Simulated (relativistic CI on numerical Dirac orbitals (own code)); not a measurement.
Fe³⁺ in a cubic cluster: 3s photoemission with charge transfer

Computed with a charge-transfer multiplet model of a cubic metal-ligand cluster with up to 3 ligand holes, Slater and spin-orbit integrals from Dirac-Coulomb-Breit ions, Slater integrals scaled by 0.8. The ground state mixes d5 with configurations of k ligand holes L, whose averages lie at kΔ + k(k − 1)U_dd/2; a core hole lowers each added d electron by U_cd. 300 K, Lorentzian 1.4 eV and Gaussian 0.8 eV FWHM.

Atomic integrals in eV (Slater integrals scaled, ζ unscaled), ground: F2dd 9.587, F4dd 5.993, zeta_d 0.056; with the core hole: F2dd 10.413, F4dd 6.546, zeta_d 0.065, G2cd 10.337.

Cluster parameters (eV): U_dd = 7.1, U_cd = 8.3, 10Dq = 1.8, 10Dq(ligand) = 1.1, V(eg) = 3.4, V(t2g) = -1.57, final-state hopping factor = 1.

| Case | n_d | d5 | d6L | d7L2 | d8L3 | S |
| --- | --- | --- | --- | --- | --- | --- |
| Δ = 1.9 eV | 5.78 | 0.36 | 0.50 | 0.13 | 0.01 | 0.51 |
| Δ = 3.9 eV | 5.62 | 0.47 | 0.45 | 0.08 | 0.00 | 0.51 |
| Δ = 4.9 eV | 5.55 | 0.52 | 0.41 | 0.07 | 0.00 | 0.52 |

Weights, n_d and S are thermal averages at 300 K. Binding energies count from the first peak over 30 % of the highest in each spectrum, which can be another peak from case to case. The parameters are a model scan and need not match a compound or its usual spin state. Peaks in eV (height, largest 100):
- Δ = 1.9 eV: 0.0 (100), 3.1 (27), 6.1 (17), 9.2 (15), 11.9 (16), 15.2 (9), 17.5 (6)
- Δ = 3.9 eV: 0.0 (100), 3.5 (29), 6.4 (15), 9.9 (16), 11.8 (16), 15.3 (9)
- Δ = 4.9 eV: 0.0 (100), 3.6 (30), 6.6 (14), 10.2 (16), 11.8 (15), 14.3 (9)

Curve for Δ = 1.9 eV (points under 2 left out, the grid thinned):

E (eV), Intensity and a bar:
```
     -4.1        3.8 #
     -3.5        5.2 #
     -2.9        7.4 ##
     -2.3       11.5 ###
     -1.7       20.0 ######
     -1.1       40.7 ############
     -0.5       81.0 #########################
      0.1       98.3 ##############################
      0.7       62.0 ###################
      1.3       31.8 #########
      1.9       21.5 ######
      2.5       22.8 ######
      3.1       27.4 ########
      3.7       22.3 ######
      4.3       14.5 ####
      4.9       12.4 ###
      5.5       15.0 ####
      6.1       17.0 #####
      6.7       15.4 ####
      7.3       12.5 ###
      7.9       11.6 ###
      8.5       13.3 ####
      9.1       15.2 ####
      9.7       13.5 ####
     10.3       11.1 ###
     10.9       12.2 ###
     11.5       15.5 ####
     12.1       16.3 ####
     12.7       14.9 ####
     13.3       12.4 ###
     13.9        9.2 ##
     14.5        8.2 ##
     15.1        8.7 ##
     15.7        8.2 ##
     16.3        6.7 #
     16.9        6.1 #
     17.5        6.1 #
     18.1        5.9 #
     18.7        5.3 #
     19.3        4.1 #
     19.9        3.0 
     20.5        2.2 
     21.9        2.3 
     22.5        2.6 
     23.1        2.0
```

For the case Δ = 4.9 eV, Δ = 4.9 eV is smaller than U_dd = 7.1 eV, the charge-transfer side of the Zaanen-Sawatzky-Allen scheme. With the core hole the configuration with one ligand hole lies at Δ − U_cd = -6.4, -4.4, -3.4 eV from the one without, in the order of the table; where this is negative the screened configuration lies lower, though the effective hopping of about 6.5 eV (from the holes of the mixed ground state) mixes the two strongly wherever it is as large as the gap.

Without intra-shell correlation the exchange splitting of the 3s hole comes out too large.
